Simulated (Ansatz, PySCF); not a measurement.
Noncovalent pair: C2H6 (SMILES CC) (first 8 atoms) with C2H6O (SMILES COC); geometry from B3LYP-D3(BJ)/def2-TZVP, rigid monomers moved along the line of their centres of mass till H5···O10 is 3.59 Å.
(charge 0, multiplicity 1):
```xyz
17

C     -0.324     0.762     0.030
C      0.173    -0.680    -0.035
H     -1.385     0.826    -0.221
H      0.218     1.397    -0.674
H     -0.189     1.175     1.030
H     -0.375    -1.320     0.660
H      1.231    -0.746     0.224
H      0.051    -1.103    -1.035
C      1.210    -0.339     4.731
O      0.135     0.556     4.551
C     -1.119    -0.060     4.738
H      1.158    -1.175     4.023
H      1.225    -0.746     5.751
H      2.130     0.218     4.557
H     -1.272    -0.882     4.028
H     -1.883     0.698     4.573
H     -1.222    -0.457     5.757
```

Interaction energies are E(AB) − E(A) − E(B) at the monomers' geometry in the complex; basis-set methods are counterpoise corrected.

Correlated levels freeze the cores.

Run with Ansatz (Gaussian basis) for Hartree–Fock, density functionals and correlated methods; PySCF for the dispersion terms. Each number belongs to the level named beside it.

PBE/def2-TZVPPD gives -0.32 kcal/mol for the interaction energy.

Task: Where do these levels fall relative to PBE: PBE-D3(BJ)/def2-TZVPPD, r2SCAN/def2-TZVPPD, B3LYP/def2-TZVPPD, wB97M-V/def2-TZVPPD, MP2/aug-cc-pVDZ.

Result: PBE-D3(BJ)/def2-TZVPPD -0.53; r2SCAN/def2-TZVPPD 0.06; B3LYP/def2-TZVPPD 0.38; wB97M-V/def2-TZVPPD -0.34; MP2/aug-cc-pVDZ -0.31 kcal/mol. 2 of 5 lie above PBE; the widest gap is to PBE-D3(BJ)/def2-TZVPPD.

Ansatz is a first-principles code.
